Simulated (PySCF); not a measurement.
Shapes and spin states of IrCl3

Computed with PBE0 in PySCF with Ir def2-SVP with ECP60, Cl def2-SVP; scalar-relativistic core potentials, no spin–orbit coupling; density-fitted integrals.

Relaxations began from a few typed shapes and spin states; open shells are unrestricted. The search is not exhaustive: other isomers or separated fragments can lie lower, and high-lying points may rest on an excited occupation.

```json
{"spin": "triplet", "group": "C2v", "bonds": "Ir–Cl 2.203 Å, Ir–Cl 2.208 Å (×2)", "angles": "Cl–Ir–Cl 102.5° (×2), Cl–Ir–Cl 155.0°", "imaginary modes (cm⁻¹)": "none", "ΔE (kJ/mol)": "0.0", "ΔE with ZPE (kJ/mol)": "0.0"}
{"spin": "triplet", "group": "C2v", "bonds": "Ir–Cl 2.207 Å (×3)", "angles": "Cl–Ir–Cl 94.5°, Cl–Ir–Cl 132.8° (×2)", "imaginary modes (cm⁻¹)": "84i", "ΔE (kJ/mol)": "11.2", "ΔE with ZPE (kJ/mol)": "–"}
{"spin": "singlet", "group": "C3v", "bonds": "Ir–Cl 2.193 Å (×3)", "angles": "Cl–Ir–Cl 112.3° (×3)", "imaginary modes (cm⁻¹)": "none", "ΔE (kJ/mol)": "27.0", "ΔE with ZPE (kJ/mol)": "26.8"}
{"spin": "quintet", "group": "D3h", "bonds": "Ir–Cl 2.254 Å (×3)", "angles": "Cl–Ir–Cl 120.0° (×3)", "imaginary modes (cm⁻¹)": "none", "ΔE (kJ/mol)": "29.8", "ΔE with ZPE (kJ/mol)": "28.4"}
{"spin": "triplet", "group": "C2v", "bonds": "Ir–Cl 2.202 Å (×2), Ir–Cl 2.242 Å", "angles": "Cl–Ir–Cl 99.9°, Cl–Ir–Cl 130.0° (×2)", "imaginary modes (cm⁻¹)": "none", "ΔE (kJ/mol)": "30.9", "ΔE with ZPE (kJ/mol)": "30.9"}
{"spin": "singlet", "group": "D3h", "bonds": "Ir–Cl 2.168 Å (×3)", "angles": "Cl–Ir–Cl 120.0° (×3)", "imaginary modes (cm⁻¹)": "134i", "ΔE (kJ/mol)": "46.1", "ΔE with ZPE (kJ/mol)": "–"}
```

The lowest minimum found is the triplet C2v: Ir–Cl 2.203 Å, Ir–Cl 2.208 Å (×2); Cl–Ir–Cl 102.5° (×2), Cl–Ir–Cl 155.0°.

Formally Ir is in oxidation state +3, d6, with 2 unpaired electrons (the high-spin count would be 4). The Mulliken spin on Ir is 1.36. The polar-tensor charge on Ir, 1.14, is far below the formal one.

For the lowest minimum: with open d or f shells other occupations or spin states may lie lower. With an element this heavy the missing spin–orbit coupling can shift these numbers.
